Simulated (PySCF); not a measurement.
## Working with the constants of TiCl

UHF-CCSD(T) constants of TiCl, quartet, unpaired electrons σ ↑, π ↑, δ ↑ (PySCF, spin-free X2C with a Gaussian nucleus, basis sets Ti x2c-TZVPPall, Cl x2c-TZVPPall; masses 47.9479 and 34.9689 u):

```
ωe                      : 402.0 cm⁻¹
ωexe                    : 1.33 cm⁻¹
Be                      : 0.16074 cm⁻¹
αe                      : 0.000790 cm⁻¹
De to Ti (3d2 4s2) + Cl : 4.07 eV
```

(1) What force constant and bond length do these constants imply?

(2) Estimate the centrifugal constant D from the Kratzer relation and find the Dunham coefficient a1.

Correlated steps freeze 10 core orbitals. With d or f electrons several states lie close, and the lowest PBE0 determinant need not be the measured ground state.

Answers

(1) Reduced mass μred = 20.221 u; k = 5.8918×10⁻⁷·μred·ωe² (u, cm⁻¹, mdyn/Å) = 1.93 mdyn/Å; Re = √(16.8576/(μred·Be)) (u, cm⁻¹, Å) = 2.277 Å.

(2) D = 4Be³/ωe² = 1.03e-07 cm⁻¹; a1 = −1 − αeωe/(6Be²) = -3.05.
